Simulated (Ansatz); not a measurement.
CH4ClFO2Sn, SMILES `C[O][Sn]([OH])([F])[Cl]`, 10 atoms. Charge 0, multiplicity 1. Correlated methods include outer-core shells of Sn, which these sets cover unevenly. Sn takes the def2 core potential. Hardware: A = 2 threads of an AMD EPYC 7R13 on a shared host and a share of an NVIDIA H100 80 GB; B = 2 threads of an AMD EPYC 7R13 on a shared host. Correlated methods freeze the cores. Open-shell runs search over several starts.

How many basis functions does each run have, and how long does it take in Ansatz? RKS HSE06 (plane-wave form)-D4/def2-TZVPP energy [A]; UKS ωB97X-V/def2-TZVPP energy of the cation [A]; RKS PBE0-D4/def2-TZVP relaxation (26 steps) [A]; UKS B2PLYP (frozen core)/def2-TZVPP energy of the cation [A]; RKS PBE0-D4/def2-SVP energy [B]; RKS PBE0-D4/def2-TZVP frequencies [A]; direct RPA on PBE orbitals/def2-TZVPP energy [A]; RHF-CCSD(T)/def2-SVP energy [A]; UKS PBE-D4/def2-TZVPP energy of the cation [A]; UKS B3LYP-D4/def2-TZVPP energy of the cation [A]; RHF-MP2/def2-QZVPP energy [A]; RKS r2SCAN-D4/def2-TZVPP energy and forces [A]. (Estimate.)

Computed: Other jobs shared the machine, so times are rough.

| level | job | functions | wall time | peak host memory (GiB) |
| --- | --- | --- | --- | --- |
| RKS HSE06 (plane-wave form)-D4/def2-TZVPP | energy [A] | 272 | 2.2 s | 0.85 |
| RKS PBE0-D4/def2-SVP | energy [B] | 120 | 2.3 s | 0.51 |
| RHF-CCSD(T)/def2-SVP | energy [A] | 120 | 2.3 s | 0.78 |
| direct RPA on PBE orbitals/def2-TZVPP | energy [A] | 272 | 3 s | 1.2 |
| RHF-MP2/def2-QZVPP | energy [A] | 500 | 3.2 s | 1.1 |
| RKS r2SCAN-D4/def2-TZVPP | energy and forces [A] | 272 | 3.7 s | 0.85 |
| UKS ωB97X-V/def2-TZVPP | energy of the cation [A] | 272 | 7.5 s | 1.1 |
| UKS PBE-D4/def2-TZVPP | energy of the cation [A] | 272 | 8 s | 0.92 |
| UKS B2PLYP (frozen core)/def2-TZVPP | energy of the cation [A] | 272 | 10 s | 1.3 |
| UKS B3LYP-D4/def2-TZVPP | energy of the cation [A] | 272 | 12 s | 0.93 |
| RKS PBE0-D4/def2-TZVP | frequencies [A] | 235 | 59 s | 0.89 |
| RKS PBE0-D4/def2-TZVP | relaxation (26 steps) [A] | 235 | 76 s | 0.9 |

B3LYP here is the variant with VWN-RPA as its local correlation; programs differ in this.
